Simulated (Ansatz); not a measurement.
Start from `N=CBr` and change one atom or group to get `N=[CH][AlH2]`.

Ansatz, PBE0-D4/def2-TZVP geometries, multiplicity 1. Each molecule was computed in one conformer, which needn't be the lowest.

Scalar relativity is left out up to krypton.

```json
{"property": "LUMO energy (PBE0/def2-TZVPP) / eV", "`N=CBr`": "-0.84"}
{"property": "LUMO energy (PBE/def2-TZVPP) / eV", "`N=CBr`": "-1.93"}
{"property": "HOMO–LUMO gap (ωB97M-V/def2-TZVPP) / eV", "`N=CBr`": "11.95"}
{"property": "HOMO energy (B3LYP/def2-TZVPP) / eV", "`N=CBr`": "-8.07"}
{"property": "size of the dipole moment (B3LYP/def2-TZVPP) / D", "`N=CBr`": "2.48"}
{"property": "HOMO–LUMO gap (PBE/def2-TZVPP) / eV", "`N=CBr`": "5.05"}
```

Problem. Give the same properties after the change, and the shifts. (Estimate.)

Solution. The calculation gave: 
```tsv
property	`N=[CH][AlH2]`	shift
LUMO energy (PBE0/def2-TZVPP) / eV	-2.03	-1.19
LUMO energy (PBE/def2-TZVPP) / eV	-2.92	-0.99
HOMO–LUMO gap (ωB97M-V/def2-TZVPP) / eV	9.04	-2.91
HOMO energy (B3LYP/def2-TZVPP) / eV	-6.79	1.28
size of the dipole moment (B3LYP/def2-TZVPP) / D	1.80	-0.68
HOMO–LUMO gap (PBE/def2-TZVPP) / eV	2.69	-2.36
```

With PBE0 the HOMO rises by 1.33 eV and the LUMO falls by 1.19 eV, so the gap narrows by about 2.52 eV. PBE moves the HOMO by 1.37 eV and ωB97M-V by 1.22 eV. Dipoles are sizes alone; their direction can turn.

B3LYP here is the variant with VWN-RPA as its local correlation; programs differ in this.

Spin–orbit coupling is left out; it splits and shifts lone-pair levels of the heavy atoms by tenths of an eV.
